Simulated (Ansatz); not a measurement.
Reaction (formal exchange of groups at a B–S bond): `COB(S)Cl` + BH₃ → `BB(Cl)OC` + H₂S

Calculated with Ansatz (gas phase, PBE0-D4/def2-TZVP geometries, no zero-point term in ΔE). CBS: MP2 limit from def2 TZ/QZ plus the TZ coupled-cluster correction, frozen cores. This one scheme is used for every species. DFT in def2-TZVPP. B3LYP here is the variant with VWN-RPA as its local correlation; programs differ in this. Each species was taken in one conformer, which may not be the lowest.

Problem. Is it downhill or uphill in electronic energy at CCSD(T)/CBS, and by how much? (Estimate.)

Solution. Computed: Uphill: ΔE = +18.8 kcal/mol.

Problem. What do these levels give: PBE-D4, B3LYP-D4, ωB97X-V, PBE, r2SCAN, PBE0, HF/def2-TZVPP, CCSD/def2-TZVPP, HF/def2-QZVPP, MP2/def2-QZVPP, HF/CBS(def2), CCSD/CBS(def2)? (Best estimate.)

Solution. Ansatz gave: PBE-D4 16.7, B3LYP-D4 18.0, ωB97X-V 18.4, PBE 16.1, r2SCAN 18.1, PBE0 17.3, HF/def2-TZVPP 19.1, CCSD/def2-TZVPP 18.3, HF/def2-QZVPP 18.8, MP2/def2-QZVPP 21.2, HF/CBS(def2) 18.8, CCSD/CBS(def2) 18.4 kcal/mol.

Largest T1 diagnostic among the species: 0.013.

From PBE to PBE0 (25 % exact exchange), in def2-TZVPP and without D4, ΔE moves by +1.2 kcal/mol. The D4 term adds +1.1 kcal/mol with B3LYP and +0.5 kcal/mol with PBE0; it sums over pairs of atoms, weighted by their polarisabilities, and B3LYP, whose exchange is more repulsive, gets the larger term.
